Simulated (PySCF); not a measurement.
Species: C4H6OSSi.
SMILES: `O[SiH2]c1cccs1`

The closed-shell SCF was solved with PySCF and density fitting under several settings on one GFN2-xTB geometry (grid level 2 and gas phase unless stated).

| settings | basis functions | SCF cycles | E (Eh) | HOMO (eV) | LUMO (eV) | dipole (D) |
| --- | --- | --- | --- | --- | --- | --- |
| PBE0/pcSseg-1 | 163 | 14 | -918.3898 | -7.05 | -0.77 | 1.68 |
| B3LYP/def2-SVPD | 202 | 15 | -918.6416 | -6.83 | -0.99 | 1.64 |

Problem. Estimate the row for these settings: PBE0/pcseg-1.

Solution. 
```
    settings  basis functions  SCF cycles     E (Eh)  HOMO (eV)  LUMO (eV)  dipole (D)
PBE0/pcseg-1              136          14  -918.3643      -7.07      -0.79        1.69
```

Problem. Over all rows, what range does the HOMO–LUMO gap span?

Solution. From 5.84 eV to 6.28 eV.

Problem. Compare two rows with the functional PBE0: PBE0/pcSseg-1 and PBE0/pcseg-1. Which energy is lower, and by how much?

Solution. PBE0/pcSseg-1 (163 functions) lies 0.0255 Eh or 16 kcal/mol below PBE0/pcseg-1 (136 functions).

Cycle counts include a coarse-grid stage where the run had one.

The values belong to the conformer `[OH:1][SiH2:2][c:3]1[cH:4][cH:5][cH:6][s:7]1`: O1–Si2–C3–C4 165°, H–O1–Si2–C3 45°.
